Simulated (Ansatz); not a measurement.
Species: SiH₂F₂, charge 0, singlet. SiH2F2 (difluorosilane, SMILES F[SiH2]F).
B3LYP-D3(BJ)/def2-TZVP minimum from Ansatz (a quantum-chemistry and plane-wave program):
```
Si
F 1 1.5916
F 1 1.5916 2 107.98
H 1 1.4696 2 108.50 3 -117.41
H 1 1.4696 4 114.67 2 121.46
```
Charge 0, spin multiplicity 1.

Total energies in hartree (Ansatz). UHF or UKS for unpaired electrons; spin-orbit terms are left out. Correlated methods leave the cores frozen. No relativity. Where a partner has so few electrons that a lower coupled-cluster level is exact, that level stands in.

| species | HF/cc-pV(T+d)Z | CCSD(T)/cc-pV(T+d)Z | HF/cc-pV(Q+d)Z | CCSD(T)/cc-pV(Q+d)Z | CCSDT(Q)/cc-pV(T+d)Z |
|---|---|---|---|---|---|
| 1: SiH2F2 (SMILES F[SiH2]F) | -489.20547 | -489.86307 | -489.22975 | -489.94399 | -489.86402 |
| 2: Si (triplet) | -288.85649 | -288.93344 | -288.85845 | -288.93781 | -288.93426 |
| 3: F (doublet) | -99.40552 | -99.62036 | -99.41377 | -99.65026 | -99.62061 |
| 4: H (doublet) | -0.49981 | -0.49981 | -0.49995 | -0.49995 | -0.49981 |

Work out the atomisation energy (electronic, to ground-state atoms) in kJ/mol: take Hartree-Fock from cc-pV(Q+d)Z, extrapolate the CCSD(T) correlation energy as X^-3 (X = 3, 4), and add CCSDT(Q) - CCSD(T) in cc-pV(T+d)Z. 1 hartree = 2625.5 kJ/mol.


Species 1: correlation (64·(-0.71424) - 27·(-0.65760))/37 = -0.75557; step -0.00095; E1 = -489.22975 + (-0.75557) + (-0.00095) = -489.98627
Species 2: correlation (64·(-0.07936) - 27·(-0.07695))/37 = -0.08112; step -0.00082; E2 = -288.85845 + (-0.08112) + (-0.00082) = -288.94039
Species 3: correlation (64·(-0.23649) - 27·(-0.21484))/37 = -0.25229; step -0.00025; E3 = -99.41377 + (-0.25229) + (-0.00025) = -99.66631
Species 4: correlation (64·(0.00000) - 27·(0.00000))/37 = 0.00000; step +0.00000; E4 = -0.49995 + (0.00000) + (+0.00000) = -0.49995
-1·E1 +1·E2 +2·E3 +2·E4 = 0.71336 hartree = 1872.9 kJ/mol.
